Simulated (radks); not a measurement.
The numbers below are computed, except where a source is named.
Numerical settings for neutral lutetium, [Xe] 4f14 5d1 6s2. Level of theory: scalar-relativistic Kohn-Sham, PBE, spin-polarised, spherical densities, point nucleus; open shells are filled with parallel spins first (spin-orbit coupling, left out, can overturn this in heavy ions) (a radial shooting solver on a logarithmic mesh with Libxc functionals). The defaults (mesh step 0.008 in ln r, mesh end at 40 bohr or more with all orbitals vanishing there, Anderson mixing 0.5 over 9 steps, residual threshold near 1e-9 with the energy settled to 1e-9 hartree or 1e-11 of itself, here a cap of 63 iterations) give E = -14563.3489 hartree and 5d at -1.949 eV in 16 iterations. Run on one thread of a shared host, so times are rough (Arm Neoverse V1): 0.37 s of CPU time, 0.37 s wall, 16 iterations on 2728 mesh points. Changes against that run (0 stands for a change within the tolerance of the run):

| setting | iterations | converged | E (mhartree) | e(5d) (meV) | CPU (s) |
|---|---|---|---|---|---|
| mesh step in ln r 0.003 | 16 | yes | 0 | 0 | 0.96 |
| mesh step in ln r 0.08 | 3 | no | diverged | - | 0.09 |
| mesh step in ln r 0.2 | 4 | no | diverged | - | 0.01 |
| mesh end (bohr) 20 | 16 | yes | 0 | +0.0758 | 0.36 |
| mesh end (bohr) 400 | 16 | yes | 0 | 0 | 0.38 |
| residual threshold 1e-13 | 26 | yes | 0 | 0 | 0.47 |
| residual threshold 1e-05 | 13 | yes | 0 | -0.00311 | 0.34 |
| mixing 0.05 | 42 | yes | 0 | 0 | 1 |
| linear mixing, mixing 0.8 | 63 | no | +9.82e+04 | -2.84e+05 | 2.9 |
| linear mixing, mixing 1 | 63 | no | +3.25e+05 | -1.08e+06 | 4.7 |
| mixing history 3 | 21 | yes | 0 | 0 | 0.43 |
| iteration cap 8 | 8 | no | +0.0421 | -25.4 | 0.22 |

No run marked as converged misses the energy by more than 1 mhartree. A mesh that ends early acts as a hard wall.
